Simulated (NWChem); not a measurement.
System meant: Te cation, quartet

The following NWChem deck was run.

```
start job
memory heap 200 mb stack 900 mb global 1100 mb
charge 1
geometry units angstroms noautoz
  Te     0.000000     0.000000     0.000000
end
basis spherical
  * library def2-svp
end
dft
  odft
  mult 4
  xc pbe0
  iterations 150
  mulliken
end
task dft energy
```

End of the output:

```
             Grid Information
             ----------------
          Grid used for XC integration:  medium
          Radial quadrature: Mura-Knowles
          Angular quadrature: Lebedev.
          Tag              B.-S. Rad. Rad. Pts. Rad. Cut. Ang. Pts.
          ---              ---------- --------- --------- ---------
          Te                  1.40      123           5.0       590
          Grid pruning is: on
          Number of quadrature shells:   123
          Spatial weights used:  Erf1

          Convergence Information
          -----------------------
          Convergence aids based upon iterative change in
          total energy or number of iterations.
          Levelshifting, if invoked, occurs when the
          HOMO/LUMO gap drops below (HL_TOL):  1.00D-02
          DIIS, if invoked, will attempt to extrapolate
          using up to (NFOCK): 10 stored Fock matrices.

                    Damping( 0%)  Levelshifting(0.5)       DIIS
                  --------------- ------------------- ---------------
          dE  on:    start            ASAP                start
          dE off:    2 iters        150 iters           150 iters

      Screening Tolerance Information
      -------------------------------
          Density screening/tol_rho:  1.00D-10
          AO Gaussian exp screening on grid/accAOfunc:  14
          CD Gaussian exp screening on grid/accCDfunc:  20
          XC Gaussian exp screening on grid/accXCfunc:  20
          Schwarz screening/accCoul:  1.00D-08

      Superposition of Atomic Density Guess
      -------------------------------------

      charge =      52.0 Te (Tellurium)

      symmetry species            s     p     d     f
      number of basis functions =10     7     6
      number of cont. functions = 4     4     2
      number of closed shells   = 5     3     2
      number of open shells     = 0     1     0
      open shell occupation     = 0     4     0
 ------------------------------------------------------------------------
 atomscf:atomd: error in atom scf                   0
 ------------------------------------------------------------------------
 ------------------------------------------------------------------------
  current input line :
    17: task dft energy
 ------------------------------------------------------------------------
 ------------------------------------------------------------------------
 This error has not yet been assigned to a category
 ------------------------------------------------------------------------
 For more information see the NWChem manual at https://nwchemgit.github.io

0:atomscf:atomd: error in atom scf:Received an Error in Communication
```

Find the fault in this run and fix the input.

The run crashed. Cause: the def2 basis of a heavy element holds valence functions alone and wants its effective core potential (without it all electrons must fit into that basis). This input runs:
```
start job
memory heap 200 mb stack 900 mb global 1100 mb
charge 1
geometry units angstroms noautoz
  Te     0.000000     0.000000     0.000000
end
basis spherical
  * library def2-svp
end
ecp
  Te library def2-ecp
end
dft
  odft
  mult 4
  xc pbe0
  iterations 150
  mulliken
end
task dft energy
```
It converges to -267.66692 Ha (PBE0/def2-SVP with def2 effective core potentials on Te, spin-unrestricted).
